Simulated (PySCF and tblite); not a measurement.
Results of a calculation; reference values are marked as such.
System: 4-aminobenzonitrile, C7H6N2, numbered as in [N:1]#[C:2][c:3]1[cH:4][cH:5][c:6]([NH2:7])[cH:8][cH:9]1.

Motion: rotation about the C6–N7 bond (torsion C5–C6–N7–H from 17° to 197°, rising). GFN2-xTB gives an electronic barrier of 9.8 kcal/mol.

Question: What does B3LYP/pcSseg-1 + D3(BJ) give on GFN2-xTB geometries?

Answer: A barrier of 7.7 kcal/mol, 2.2 below the tight-binding barrier (from unrounded values) and, with GFN2-xTB thermal terms, ΔG‡(298 K) = 7.5 kcal/mol and k = 4×10⁷ s⁻¹ (2 equivalent paths).

Programs: tblite and PySCF.
